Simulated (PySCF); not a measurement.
**How methods differ on the ionisation energy of Mg+**

Mg+ [Ne] 3s1 [3s1/2^1, M_J = 1/2] → Mg(2+) [Ne], as a difference of total energies. All numbers are calculated (PySCF 2.14, the two-component X2C-1e Hamiltonian, in x2c-TZVPall-2c (5s5p3d, 35 functions)). Correlated levels: [Ne] frozen. "Screened" scales the spin-orbit matrix elements by Boettger's factors to mimic the two-electron term; Breit and QED terms are absent.

| method | ionisation energy (eV) |
| --- | --- |
| GHF (screened spin-orbit) | 14.734 |
| GMP2 (screened spin-orbit) | 14.734 |
| GCCSD (screened spin-orbit) | 14.734 |
| GCCSD(T) (screened spin-orbit) | 14.734 |

Errors of the correlated levels include the incompleteness of this basis and the frozen core.

For comparison: 15.035 eV (measured; NIST Atomic Spectra Database, ionization energies).
